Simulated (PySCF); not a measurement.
**Ionisation energy of Sc⁺ by level of theory**

Sc⁺ [Ar] 3d1 4s1 (3D) → Sc²⁺ [Ar] 3d1 (2D), as a difference of total energies. All numbers are calculated (PySCF 2.14, the spin-free X2C one-electron Hamiltonian (Gaussian nucleus), in x2c-TZVPall (6s5p4d1f, 48 functions)). Correlated levels: valence: [Ar] frozen. The calculations carry no spin-orbit coupling.

```json
{"method": "UHF", "ionisation energy (eV)": "12.228", "difference from reference (eV)": "-0.572"}
{"method": "TPSS", "ionisation energy (eV)": "12.814", "difference from reference (eV)": "+0.014"}
{"method": "B3LYP", "ionisation energy (eV)": "13.119", "difference from reference (eV)": "+0.319"}
{"method": "MP2 (valence)", "ionisation energy (eV)": "12.301", "difference from reference (eV)": "-0.499"}
{"method": "SCS-MP2 (valence)", "ionisation energy (eV)": "12.252", "difference from reference (eV)": "-0.548"}
```

Reference: 12.800 eV (measured; NIST Atomic Spectra Database, ionization energies).

The reference lies between the lowest fine-structure levels, while these numbers refer to the centres of the terms.

Errors of the correlated levels include the incompleteness of this basis and the frozen core.
